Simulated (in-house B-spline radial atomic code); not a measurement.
Configurations of the terbium ion Tb⁶⁺, with energies counted from [Kr] 4d10 4f8 5s2 5p3. All numbers are computed (scalar-relativistic (X2C) revTPSS, spin-polarised, spherical fractional occupations; Fermi nucleus of rms radius 5.06 fm) with a radial B-spline atomic code at the basis-set limit, not measured. Shells without spins written out take the highest spin.

Occupations are held fixed; configurations that lie above the ionisation limit could autoionise.

```
                                                   configuration  E - E(ref) (eV)  highest orbital  its <r> (bohr)
                 [Kr] 4d10 4f(1 up, 7 down) 5s2 5p(2 up, 1 down)           7.9416            4f up          0.7977
                 [Kr] 4d10 4f(6 up, 2 down) 5s2 5p(1 up, 2 down)           12.084          4f down          0.7925
                                       [Kr] 4d10 4f7 5s2 5p3 5d1           15.408            5d up           1.679
                                       [Kr] 4d10 4f7 5s2 5p3 5f1           46.849            5f up           2.489
[Kr] 4d10 4f(3 up, 4 down) 5s2 5p(2 up, 1 down) 6d(0 up, 1 down)           69.597          6d down            3.36
                                        [Kr] 4d9 4f8 5s2 5p3 5d1           163.16            5d up           1.674
                                        [Kr] 4d9 4f8 5s2 5p3 6s1           176.91            6s up           2.447
                                        [Kr] 4d9 4f8 5s2 5p3 6f1           209.62            6f up           4.428
```

(1) Order these further configurations by energy, lowest first.
A. [Kr] 4d(4 up, 5 down) 4f(6 up, 2 down) 5s2 5p(3 up, 0 down) 5f(0 up, 1 down)
B. [Kr] 4d9 4f9 5s2 5p3
C. [Kr] 4d10 4f8 5s2 5p2 5f1
D. [Kr] 4d10 4f7 5s2 5p3 6p1
E. [Kr] 4d10 4f8 5s2 5p2 5d1

(2) How far above the reference does [Kr] 4d10 4f(4 up, 4 down) 5s2 5p(0 up, 3 down) lie?

(3) How far above the reference does [Kr] 4d10 4f8 5s2 5p2 6f1 lie?

(4) How far above the reference does [Kr] 4d(4 up, 5 down) 4f(7 up, 1 down) 5s2 5p(3 up, 0 down) 6s(1 up, 0 down) lie?

## Answers

(1) E (34.523 eV), D (37.868 eV), C (65.022 eV), B (146.61 eV), A (207.97 eV).

(2) 12.121 eV; its least bound orbital is 4f up with <r> = 0.7735 bohr.

(3) 79.526 eV; its least bound orbital is 6f up with <r> = 4.493 bohr.

(4) 183.47 eV; its least bound orbital is 6s up with <r> = 2.448 bohr.
